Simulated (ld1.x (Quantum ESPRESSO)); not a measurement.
Logarithmic derivatives: Tb, PAW

* Element: Tb
* Generator: ld1.x (Quantum ESPRESSO) 7.5
* Type: PAW
* Functional: PBEsol
* Relativity: scalar-relativistic
* Frozen core: [Kr] 4d10
* Valence charge: 19
* Reference configuration: 4f9 5s2 5p6 5d0 6s2 6p0
* Partial waves: 5s (bound): rcut 1.70, rcutus 2.25 bohr; 6s (bound): rcut 1.70, rcutus 2.25 bohr; 5p (bound): rcut 2.10, rcutus 2.50 bohr; 6p (bound, empty): rcut 2.10, rcutus 2.50 bohr; 5d (bound, empty): rcut 1.75, rcutus 2.15 bohr; 5d channel at 0.4 Ry: rcut 1.75, rcutus 2.15 bohr; 4f (bound): rcut 0.70, rcutus 0.75 bohr; 4f channel at 2.05 Ry: rcut 0.70, rcutus 0.75 bohr
* Local potential: all-electron potential smoothed inside 0.60 bohr (lloc = -1)
* Core correction: a·sin(br)/r model core inside 0.65 bohr
* Augmentation charge: PSQ, inside the norm-conserving radii

The phase is arctan(r·u′/u) with u = r·R(r), unwrapped; energies in Ry, scanned from -5 to 5 Ry. A pole is an energy at which the radial function vanishes at the test radius. The pseudo phase is shifted by a multiple of π to meet the all-electron one at the reference energy, and phase errors are pseudo minus all-electron; the curves can meet again beyond the range given. Levels narrower than the energy grid can be missing from the lists of poles.

Task: For each channel, where are the poles, and over which energies does the pseudopotential scatter like the atom?

Result:

| channel | radius (bohr) | reference energy (Ry) | poles, all-electron | poles, pseudo | unbroken range about the reference energy with phases within 0.05 rad | phase error 1 Ry above the reference energy (rad) |
| --- | --- | --- | --- | --- | --- | --- |
| s | 2.70 | -0.27 | -3.40, 3.53 | -3.40 | below 0.3 | +0.132 |
| p | 2.70 | -0.08 | -1.56 | -1.56, 3.86 | below 1.1 | -0.022 |
| d | 2.70 | -0.10 | 1.03 | 1.03 | below 3.8 | -0.000 |
| f | 2.70 | -0.23 | -0.18, 4.20 | -0.18, 4.20 | the whole range | +0.000 |

Note: ghost state, extra bound levels that the all-electron valence spectrum of the same l lacks: d at -110.4 eV (s, p not tested). A true bound ghost makes a file unfit for plane-wave use. Its overlap operator is not positive definite in a basis up to 400 Ry (lowest eigenvalue s -0.21, p -0.96), so the file is unfit for use: the generalised eigenproblem breaks down once the basis is large enough, and its test numbers describe a broken file.

Phases in the s channel:

| E (Ry) | all-electron | pseudo |
| --- | --- | --- |
| -5.00 | 1.371 | 1.373 |
| -4.48 | 1.345 | 1.347 |
| -3.96 | 1.273 | 1.276 |
| -3.44 | -1.506 | -1.506 |
| -2.92 | -1.744 | -1.742 |
| -2.40 | -1.798 | -1.794 |
| -1.88 | -1.847 | -1.843 |
| -1.36 | -1.911 | -1.906 |
| -0.84 | -2.014 | -2.012 |
| -0.32 | -2.226 | -2.226 |
| 0.20 | -2.793 | -2.769 |
| 0.72 | -3.814 | -3.682 |
| 1.24 | -4.307 | -4.164 |
| 1.76 | -4.497 | -4.357 |
| 2.28 | -4.593 | -4.455 |
| 2.80 | -4.654 | -4.516 |
| 3.32 | -4.698 | -4.560 |
| 3.84 | -4.733 | -4.594 |
| 4.36 | -4.765 | -4.622 |
| 4.88 | -4.798 | -4.645 |
